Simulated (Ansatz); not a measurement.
`[SiH3]CO[SiH2]Cl`, relaxed with RKS PBE-D4/def2-SVP in Ansatz 0.2.0 from a rough embedded geometry. The force threshold is 0.03 eV/Å; the program also tests the step.

The species carries charge 0 and has multiplicity 1.

Start:

```xyz
12

Si   -0.132    0.626    1.810
C    -0.200   -0.733    0.504
O    -0.805   -0.399   -0.747
Si    0.006    0.091   -2.042
Cl    1.035   -1.509   -2.794
H     0.572    0.038    3.052
H    -1.439    1.119    2.177
H     0.735    1.694    1.314
H     0.778   -1.182    0.378
H    -0.816   -1.538    0.962
H     1.091    1.109   -1.543
H    -0.825    0.682   -3.071
```

```json
{"step": "1", "energy (eV)": "-31449.0964", "largest force (eV/Å)": "2.757", "largest move (Å)": "0.000"}
{"step": "2", "energy (eV)": "-31449.3535", "largest force (eV/Å)": "0.959", "largest move (Å)": "0.079"}
{"step": "3", "energy (eV)": "-31449.4040", "largest force (eV/Å)": "0.436", "largest move (Å)": "0.068"}
{"step": "4 (rejected)", "energy (eV)": "-31449.3815", "largest force (eV/Å)": "0.473", "largest move (Å)": "0.125"}
{"step": "5", "energy (eV)": "-31449.4132", "largest force (eV/Å)": "0.062", "largest move (Å)": "0.061"}
{"step": "6", "energy (eV)": "-31449.4145", "largest force (eV/Å)": "0.028", "largest move (Å)": "0.036"}
{"step": "7", "energy (eV)": "-31449.4156", "largest force (eV/Å)": "0.039", "largest move (Å)": "0.073"}
{"step": "8", "energy (eV)": "-31449.4161", "largest force (eV/Å)": "0.051", "largest move (Å)": "0.042"}
{"step": "9", "energy (eV)": "-31449.4166", "largest force (eV/Å)": "0.055", "largest move (Å)": "0.047"}
{"step": "10", "energy (eV)": "-31449.4170", "largest force (eV/Å)": "0.039", "largest move (Å)": "0.057"}
{"step": "11", "energy (eV)": "-31449.4174", "largest force (eV/Å)": "0.029", "largest move (Å)": "0.070"}
```

End:

```xyz
12

Si   -0.037    0.581    1.823
C    -0.279   -0.808    0.529
O    -0.841   -0.300   -0.688
Si    0.055    0.173   -2.016
Cl    1.310   -1.383   -2.617
H     0.542   -0.007    3.083
H    -1.359    1.227    2.132
H     0.902    1.626    1.283
H     0.684   -1.342    0.344
H    -0.979   -1.571    0.936
H     0.947    1.344   -1.720
H    -0.944    0.461   -3.089
```

Run time 20 s (4 threads of an Arm Neoverse V1 on a shared host); peak host memory 0.17 GiB.
